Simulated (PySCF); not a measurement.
**Choosing a basis for TDDFT**

Compound: BGeH₆N.
Cartesian coordinates in Å at the PBE0-D3(BJ)/def2-SVP level; atoms count from 1:
```
atom  x, y, z in Å
B1     1.573   -0.047   -0.261
N2     0.455    0.072    0.566
Ge3   -1.324    0.002    0.040
H4     1.417   -0.218   -1.451
H5     2.683    0.022    0.220
H6     0.621    0.214    1.559
H7    -2.045   -1.077    0.869
H8    -1.323   -0.343   -1.453
H9    -1.990    1.367    0.299
```

TDDFT with PBE0 (PySCF), vertical singlets, core orbitals frozen in the response, spherical d and f functions. Isolated species at its PBE0-D3(BJ)/def2-SVP geometry, gas phase. The PBE0/6-31G* calculation is non-relativistic and has no spin–orbit coupling, an omission that weighs most on germanium.

```tsv
basis	functions	diffuse	S1 (eV)	S2 (eV)	S3 (eV)	S4 (eV)	S5 (eV)	LUMO (eV)	α (au)
6-31G*	72	no	7.12	7.20	7.89	8.00	8.76	0.57	44.8
def2-SVP	90	no	6.97	7.41	7.76	8.10	8.64	0.30	48.5
def2-SVPD	126	yes	6.83	7.06	7.52	7.64	7.65	0.05	55.5
aug-cc-pVDZ	136	yes	6.75	6.79	7.27	7.32	7.37	-0.23	56.5
def2-TZVP	146	no	6.84	7.18	7.50	7.83	8.24	0.04	53.6
def2-TZVPD	182	yes	6.79	6.92	7.42	7.50	7.54	-0.04	56.2
aug-cc-pVTZ	289	yes	6.75	6.80	7.28	7.31	7.37	-0.26	56.6
```

Q: How much do these states and the polarisability depend on the basis?

A: States are compared by their number. Against the largest diffuse basis here (aug-cc-pVTZ, itself not a converged limit), sets without diffuse functions differ by up to 0.37 eV in S1 and 1.39 eV in S5; the smaller diffuse sets differ by up to 0.08 and 0.29 eV. S1 is led by HOMO→LUMO (62%) in 6-31G* and by HOMO-1→LUMO+1 (78%) in aug-cc-pVTZ. State by state, the largest deviation of a set without diffuse functions is S1 0.37, S2 0.61, S3 0.61, S4 0.79, S5 1.39 eV. The same number needn't mean the same state in each row. Against aug-cc-pVTZ the polarisability deviates by -21% in 6-31G*, -14% in def2-SVP, -2% in def2-SVPD, 0% in aug-cc-pVDZ, -5% in def2-TZVP, -1% in def2-TZVPD.

Without π bonds the low states are Rydberg-like; a valence basis with one diffuse set may place them up to an eV too high.
